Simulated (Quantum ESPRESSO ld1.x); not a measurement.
Results of a calculation; reference values are marked as such.
The tantalum ion Ta57+, configuration [Ne] 3s2 3p4. Level of theory: scalar-relativistic Kohn-Sham, LDA (Slater exchange, Perdew-Zunger correlation), spin-polarised, spherical densities, point nucleus; open shells are filled with parallel spins first (ld1.x of Quantum ESPRESSO 7.5).

Radial electron density D(r) = 4 pi r^2 rho(r):

r (bohr)  D(r) (e/bohr)  spin D(r)
0.001753          16.78   0.000688
0.001976          19.89    0.00121
0.002228          23.48    0.00202
0.002493          27.30    0.00317
0.00281           31.91    0.00503
0.003143          36.72    0.00761
0.003544          42.41     0.0117
0.003996          48.61     0.0179
0.00447           54.79     0.0263
0.005039          61.74     0.0394
0.005682          68.84     0.0587
0.006355          75.40     0.0844
0.007166          82.09      0.124
0.008079          88.11      0.180
0.009037          92.82      0.253
0.01019           96.56      0.361
0.01149           98.68      0.510
0.01285           99.06      0.695
0.01449           97.82      0.956
0.01633           95.16       1.29
0.01827           91.91       1.69
0.0206            88.43       2.19
0.02323           85.99       2.78
0.02598           85.56       3.37
0.02929           87.86       4.01
0.03276           92.80       4.54
0.03694           100.6       4.93
0.04165           109.4       5.03
0.04659           116.7       4.75
0.05253           120.9       4.00
0.05922           119.2       2.86
0.06624           111.3       1.62
0.07469           96.80      0.468
0.08421           78.80    -0.0155
0.09419           62.42      0.545
0.1062            49.05       2.45
0.1197            42.19       5.51
0.1339            41.19       8.80
0.151             42.98       11.8
0.1703            43.72       13.3
0.1904            40.80       12.9
0.2147            33.39       10.7
0.2421            23.48       7.62
0.2708            14.53       4.75
0.3053            7.287       2.40
0.3415            3.195       1.07
0.385             1.069      0.361
0.4341           0.2805     0.0964
0.4856          0.06317     0.0221
0.5475         0.009580    0.00341
0.6173         0.001041   0.000379

D(r) has 3 maxima, at r = 0.0124, 0.0542, 0.165 bohr, and minima at 0.0252, 0.130 bohr, inside which lie 1.96, 10.52 electrons.
